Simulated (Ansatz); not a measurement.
Consider the ligand exchange at the Si–N bond: `C=C=N[SiH](F)F` + `N[SiH](O)O` → `O[SiH](O)N[SiH](F)F` + `C=C=N`.

Calculated with Ansatz (gas phase, PBE0-D4/def2-TZVP geometries, no zero-point term in ΔE). CCSD(T)/CBS is the MP2 limit (def2-TZVPP, def2-QZVPP) plus CCSD(T) − MP2 in def2-TZVPP, frozen cores. This one scheme is used for every species. One conformer a species, not always the lowest.

```csv
species,MP2/def2-TZVPP energy (Eh)
`C=C=N[SiH](F)F`,-621.13995
`N[SiH](O)O`,-497.09543
`O[SiH](O)N[SiH](F)F`,-985.79534
`C=C=N`,-132.44211
```

Question: Work out ΔE.

Answer: ΔE = (-985.79534) + (-132.44211) − (-621.13995) − (-497.09543) = -0.00207 Eh = -0.06 eV. CCSD(T)/CBS gives -0.10 eV.

Largest T1 diagnostic among the species: 0.015.

The D4 term adds −0.05 eV with B3LYP and −0.03 eV with PBE0; it sums over pairs of atoms, weighted by their polarisabilities, and B3LYP, whose exchange is more repulsive, gets the larger term. In def2-TZVPP, CCSD(T) changes the Hartree–Fock value by −0.09 eV (the triples alone add −0.00 eV) and MP2 by −0.03 eV.

B3LYP here is the variant with VWN-RPA as its local correlation; programs differ in this.
